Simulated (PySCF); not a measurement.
Rows and methods have been separated. Pair them.

Species: C₂H₇ClSi₂.
SMILES: `[SiH3]/C=C(/[SiH3])Cl`

The closed-shell ground state was solved 6 times with PySCF (density fitting, gas phase), always in the pcSseg-2 basis (299 functions), with these functionals: B97-2, BHandHLYP, CAM-B3LYP, LC-wPBE, mPW1PW91 and wB97X-D. Isolated species at its PBE0-D3(BJ)/def2-SVP geometry, gas phase.

```tsv
row	total energy (Eh)	HOMO (eV)	LUMO (eV)	dipole (D)
P	-1119.2958	-10.42	0.83	1.47
Q	-1119.6227	-9.59	0.40	1.43
R	-1119.6817	-7.80	-1.38	1.37
S	-1119.6396	-9.05	-0.23	1.43
T	-1119.6891	-7.54	-1.40	1.37
U	-1119.6040	-8.74	-0.31	1.49
```

**Question.** Which functional belongs to which row?

**Answer.** P = LC-wPBE, Q = wB97X-D, R = mPW1PW91, S = CAM-B3LYP, T = B97-2, U = BHandHLYP. By rising HOMO–LUMO gap: B97-2 (global hybrid, 21 % exact exchange) 6.14 eV; mPW1PW91 (global hybrid, 25 % exact exchange) 6.42 eV; BHandHLYP (global hybrid, 50 % exact exchange) 8.43 eV; CAM-B3LYP (range-separated hybrid) 8.82 eV; wB97X-D (range-separated hybrid) 9.99 eV; LC-wPBE (range-separated hybrid) 11.25 eV. Total energies of different functionals aren't bounds to one another; each is stationary for its own functional.

wB97X-D is run here without its empirical dispersion term; that term would change no orbital, density or response property at a fixed geometry.
